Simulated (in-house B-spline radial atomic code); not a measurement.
Sr⁺. Computed with a B-spline radial atomic code. Model: non-relativistic spherical atom: semilocal Troullier-Martins pseudo-atom, one channel per l, against all electrons, high spin, G0W0 and RPA with empty states to l = 8, local potential for every l without a channel, a model core (radius 0 = none) keeps its share of the functional.

Without relativity these are model numbers for so heavy an element.

What the tables leave out is listed at the end.

The pseudopotential gives back the lowest level of each angular momentum of its own functional in the configuration it was made in; a second state of the same l is only approximately right. Exact exchange, RPA and GW see the smooth pseudo-orbitals and miss the exchange with the core, for which the functional's share stands in. The column with an uncorrelated core keeps all orbitals and exact exchange, and so separates missing core correlation from pseudisation. Only the three outermost levels and the lowest empty one were computed. RPA here is direct RPA, with no exchange kernel, and its energies carry an (l + 1/2)⁻⁴ tail. A hybrid on a potential with a model core restores only its own semilocal share of the core's exchange.

Command:
```bash
python run_psgw.py task.json out
```
Settings (lengths in bohr, energies in hartree):
```
Z                      38
electrons              37
configuration          [Kr] 5s1
generated_in           [Kr] 5s2
functional             lda,vwn
core_shells            5
radius_factor          1.3
core_correction        True
ion_configuration      [Ar] 3d10 4s2 4p6
```

Time taken, with all properties: 68 s on 1 thread of Arm Neoverse N1, with other jobs on the host.

Given: made with LDA VWN5; model core radius 0.234 bohr; local radius 1.506 bohr; mean-field start LDA VWN5.

Valence shells of the generating configuration: 3d, 4s, 4p, 5s.

Channel: s 1.565, p 1.73, d 1.466 (radii in bohr).

Computed: largest level miss in the spin-unpolarised generating configuration 0.063 eV; valence RPA correlation energy pseudo -1.2406 hartree; all-electron RPA polarisability, core included 57.75 bohr³; ionisation by mean-field all-electron 11.186 eV; ionisation by mean-field pseudo minus all 0.157 eV; ionisation by RPA all-electron 11.414 eV; ionisation by RPA pseudo minus all 0.077 eV.

```csv
level,occupied,mean-field all-electron (eV),mean-field pseudo minus all (eV),G0W0 all-electron (eV),G0W0 uncorrelated core minus all (eV),G0W0 pseudo minus all (eV),exchange self-energy all-electron (eV),exchange self-energy pseudo (eV)
5s up,1,-8.7363,-0.117,-11.38,-0.004,-0.186,-7.9826,-7.9904
```

(1) What is the pseudo-atom RPA polarisability?

(2) What is the valence RPA correlation energy all-electron orbitals?

Given: mean-field start PBE0.

Computed: valence RPA correlation energy pseudo -1.2028 hartree; pseudo-atom RPA polarisability 50.476 bohr³; ionisation by mean-field all-electron 10.895 eV; ionisation by mean-field pseudo minus all 0.118 eV; ionisation by RPA all-electron 11.248 eV; ionisation by RPA pseudo minus all 0.105 eV.

```csv
level,occupied,mean-field all-electron (eV),mean-field pseudo minus all (eV),G0W0 all-electron (eV),G0W0 uncorrelated core minus all (eV),G0W0 pseudo minus all (eV),exchange self-energy all-electron (eV),exchange self-energy pseudo (eV)
5s up,1,-9.0974,-0.095,-11.298,-0.003,-0.147,-7.7011,-7.697
5s down (empty),0,-6.8319,-0.084,-5.786,-0.003,-0.032,-1.5289,-1.4643
```

(3) What is the all-electron RPA polarisability, core included?

(4) What is the valence RPA correlation energy all-electron orbitals?

Answers

(1) 55.601 bohr³.

(2) -1.1897 hartree.

(3) 51.784 bohr³.

(4) -1.1346 hartree.

Among the listed levels the largest G0W0 shift of the pseudo-atom is -0.19 eV, for 5s up on the LDA VWN5 start, while leaving the core uncorrelated moves that level by 0.00 eV. So pseudisation and the lost core exchange, not the missing core correlation, make the error. Not in the tables (levels of low weight, unsolved or above zero; the highest and the empty levels are kept at any weight): on LDA the G0W0 levels 4p down (pseudo minus all -0.47 eV, weights 0.38 and 0.51), 4p up (pseudo minus all -0.45 eV, weights 0.20 and 0.25), 5s down (pseudo minus all +0.25 eV, weights 0.83 and 0.55); on PBE0 the G0W0 levels 4p down (pseudo minus all -0.45 eV, weights 0.71 and 0.70), 4p up (pseudo minus all -0.45 eV, weights 0.71 and 0.69); no Hartree-Fock pseudo-atom is run with a model core.
